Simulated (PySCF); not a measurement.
SiFI, SMILES F[Si]I (connectivity only; charge and spin as stated), neutral, multiplicity 1.

The structure is a stationary point at PBE0-D3(BJ)/def2-TZVP. The def2 effective core potentials stand for the cores of I; spin–orbit coupling is left out.

These are TDDFT-CAM-B3LYP/def2-SVPD run with PySCF values and carry that method's errors.

Vertical excitations. The molecule is in vacuum. State labels are in the subgroup Cs.

```json
[
 {"state": "S1", "symmetry": "A\"", "energy (eV)": "3.60", "λ (nm)": "344", "f": "0.017", "main pairs": "HOMO→LUMO 98 %"},
 {"state": "S2", "symmetry": "A\"", "energy (eV)": "4.08", "λ (nm)": "304", "f": "0.002", "main pairs": "HOMO−1→LUMO 98 %"},
 {"state": "S3", "symmetry": "A'", "energy (eV)": "4.62", "λ (nm)": "268", "f": "0.019", "main pairs": "HOMO−2→LUMO 91 %"},
 {"state": "S4", "symmetry": "A'", "energy (eV)": "6.02", "λ (nm)": "206", "f": "0.091", "main pairs": "HOMO→LUMO+1 48 %, HOMO−1→LUMO+1 41 %"},
 {"state": "S5", "symmetry": "A\"", "energy (eV)": "6.26", "λ (nm)": "198", "f": "0.002", "main pairs": "HOMO−2→LUMO+1 93 %"},
 {"state": "S6", "symmetry": "A'", "energy (eV)": "6.36", "λ (nm)": "195", "f": "0.053", "main pairs": "HOMO→LUMO+2 81 %"},
 {"state": "S7", "symmetry": "A'", "energy (eV)": "6.50", "λ (nm)": "191", "f": "0.397", "main pairs": "HOMO−1→LUMO+1 48 %, HOMO→LUMO+1 25 %, HOMO−1→LUMO+2 17 %"},
 {"state": "S8", "symmetry": "A\"", "energy (eV)": "7.01", "λ (nm)": "177", "f": "0.003", "main pairs": "HOMO−2→LUMO+2 86 %"},
 {"state": "S9", "symmetry": "A'", "energy (eV)": "7.15", "λ (nm)": "173", "f": "0.037", "main pairs": "HOMO→LUMO+3 72 %, HOMO−1→LUMO+2 12 %"},
 {"state": "S10", "symmetry": "A'", "energy (eV)": "7.50", "λ (nm)": "165", "f": "0.769", "main pairs": "HOMO−1→LUMO+2 55 %, HOMO→LUMO+1 17 %"},
 {"state": "T1", "symmetry": "A\"", "energy (eV)": "2.34", "λ (nm)": "530", "f": "0", "main pairs": "HOMO→LUMO 83 %"},
 {"state": "T2", "symmetry": "A'", "energy (eV)": "3.87", "λ (nm)": "321", "f": "0", "main pairs": "HOMO−2→LUMO 98 %"},
 {"state": "T3", "symmetry": "A\"", "energy (eV)": "3.92", "λ (nm)": "317", "f": "0", "main pairs": "HOMO−1→LUMO 86 %, HOMO→LUMO 13 %"},
 {"state": "T4", "symmetry": "A'", "energy (eV)": "4.72", "λ (nm)": "263", "f": "0", "main pairs": "HOMO→LUMO+1 81 %"}
]
```
Triplets are in the Tamm–Dancoff approximation, which puts them higher than full response would, so one can lie above its singlet here.
